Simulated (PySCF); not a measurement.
Job file and geometry (Å, from GFN2-xTB) of an NMR shielding run on SMILES O=[S@]([O-])CC(F)(F)C(F)(F)F, [C3H2F5O2S]-, GIAO PBE0/pcSseg-1 NMR shielding, non-relativistic, gas phase (PySCF 2.14.0, density-fitted response routines); density fitting, a coarse starting grid and PySCF grid level 2 are the driver's defaults:

```
{"job": {"kind": "nmr", "xc": "PBE0", "basis": "pcSseg-1"}, "charge": -1, "multiplicity": 1}
O      2.054379    -1.966273    -1.245869
S      1.252547    -0.728418    -1.225622
O      2.054403     0.470990    -0.929276
C      0.321733    -0.987812     0.593107
C     -0.889357    -0.163737     0.724523
F     -1.853804    -0.483085    -0.188801
F     -1.564065    -0.337733     1.950717
C     -0.663388     1.359527     0.618345
F     -1.735462     2.037204     1.089912
F      0.372066     1.779828     1.341737
F     -0.504851     1.768571    -0.635187
H      0.077902    -2.043706     0.659454
H      1.073506    -0.704870     1.321904
```

**Question.** What does the program print?

**Answer.** 
```
coarse grid: 13728 points
cycle   1  E = -1161.8528093916  dE =  2.134e+00  |g| = 1.591e+00  |ddm| = 3.602e+00
cycle   2  E = -1160.5970365870  dE =  1.256e+00  |g| = 3.024e+00  |ddm| = 4.276e+00
cycle   3  E = -1162.2727485472  dE = -1.676e+00  |g| = 3.434e-01  |ddm| = 3.468e+00
cycle   4  E = -1162.2930294181  dE = -2.028e-02  |g| = 1.854e-01  |ddm| = 5.610e-01
cycle   5  E = -1162.2995594634  dE = -6.530e-03  |g| = 3.081e-02  |ddm| = 1.766e-01
cycle   6  E = -1162.2997291236  dE = -1.697e-04  |g| = 1.259e-02  |ddm| = 3.483e-02
cycle   7  E = -1162.2997520713  dE = -2.295e-05  |g| = 5.903e-03  |ddm| = 1.503e-02
cycle   8  E = -1162.2997586964  dE = -6.625e-06  |g| = 1.205e-03  |ddm| = 5.996e-03
final grid: 136552 points
cycle   9  E = -1162.4199123366  dE = -5.069e-05  |g| = 1.270e-02  |ddm| = 3.002e-02
cycle  10  E = -1162.4198409669  dE =  7.137e-05  |g| = 2.278e-02  |ddm| = 3.473e-02
cycle  11  E = -1162.4199439258  dE = -1.030e-04  |g| = 1.811e-03  |ddm| = 2.368e-02
cycle  12  E = -1162.4199444827  dE = -5.570e-07  |g| = 5.817e-04  |ddm| = 1.960e-03
cycle  13  E = -1162.4199445321  dE = -4.936e-08  |g| = 2.189e-04  |ddm| = 5.930e-04
cycle  14  E = -1162.4199445392  dE = -7.121e-09  |g| = 9.954e-05  |ddm| = 2.552e-04
cycle  15  E = -1162.4199445410  dE = -1.731e-09  |g| = 2.141e-05  |ddm| = 9.495e-05
cycle  16  E = -1162.4199445411  dE = -9.118e-11  |g| = 4.913e-06  |ddm| = 2.737e-05
converged SCF energy = -1162.4199445411

GIAO shielding tensors (ppm)
atom      isotropic    diamagn.    paramagn.     s11        s22        s33       span
  0 O       41.551     399.987    -358.436    -55.240    -15.825    195.718    250.958
  1 S      -50.198    1048.846   -1099.043   -244.667     -8.604    102.678    347.344
  2 O       36.457     403.378    -366.921    -86.342     23.298    172.414    258.756
  3 C      113.522     255.217    -141.695     86.298     91.099    163.170     76.872
  4 C       57.724     242.131    -184.406     33.323     68.267     71.584     38.261
  5 F      303.154     474.431    -171.277    194.647    347.472    367.345    172.698
  6 F      261.404     473.693    -212.289    140.487    287.046    356.680    216.193
  7 C       56.786     240.688    -183.903     50.495     55.680     64.182     13.687
  8 F      268.253     469.797    -201.544    183.301    259.619    361.838    178.538
  9 F      263.879     473.537    -209.658    185.516    268.133    337.987    152.471
 10 F      262.000     473.771    -211.771    184.603    273.894    327.502    142.900
 11 H       29.481      32.154      -2.674     26.978     30.079     31.385      4.407
 12 H       30.198      32.474      -2.276     27.899     28.888     33.808      5.909
```

**Question.** Turn these shieldings into chemical shifts. References, each an isolated molecule treated in the same way: ¹⁷O (σ = 336.08 ppm) against H2O; ³³S (σ = 503.73 ppm) against CS2; TMS for ¹³C (σ = 186.93 ppm), ¹H (σ = 31.72 ppm); ¹⁹F (σ = 170.95 ppm) against CFCl3.

**Answer.** Averaging equivalent atoms: O 2: 299.6; O 0: 294.5; S 1: 554; C 7: 130.1; C 4: 129.2; C 3: 73.4; F 6: -90.5; F 8/9/10: -93.8; F 5: -132.2; H 11: 2.24; H 12: 1.52 ppm. Unscaled 19F shifts against computed CFCl3 carry errors that often reach 10 to 50 ppm. Unscaled 17O shifts of doubly bonded oxygen tend to come out too high, by tens of ppm or more. Experimental scales use liquid or dissolved standards, which lie at an offset from isolated H2O (liquid H2O: subtract about 36 ppm).

Size and cost of the density-fitted run: 204 basis functions, 28 s wall time on 1 thread of an x86-64 server CPU, shared host.
